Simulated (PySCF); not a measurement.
**Te: excitation energy**

Te [Kr] 4d10 5s2 5p4 (3P) → Te [Kr] 4d10 5s1 5p4 5d1 (high-spin determinant), as a difference of total energies. Computed with PySCF 2.14 in aug-cc-pwCVDZ-PP with ECP28MDF, with scalar relativity through the core potential. Correlated levels: valence and next inner shell: nothing frozen outside the core potential. The calculations carry no spin-orbit coupling.

| method | excitation energy (eV) |
| --- | --- |
| UHF | 15.760 |
| MP2 (valence and next inner shell) | 16.813 |
| SCS-MP2 (valence and next inner shell) | 16.681 |
| CCSD (valence and next inner shell) | 16.155 |
| CCSD(T) (valence and next inner shell) | 15.889 |

Task: How much does correlation contribute at CCSD(T) (valence and next inner shell)?

Result: 15.889 − (15.760) = 0.129 eV, measured against UHF.

The upper state lies above the first ionisation limit, where it may autoionise and the basis confines it.

The promoted electron is Rydberg-like, and one or two diffuse shells describe it only roughly, which tends to raise the upper state.

The coupled-cluster amplitudes are large for the upper state (T1 above 0.03 or a double amplitude above 0.15), so a single reference is strained.

The determinant of the upper state mixes LS terms, which raises its energy above the lowest term, most at the Hartree-Fock and MP2 levels.
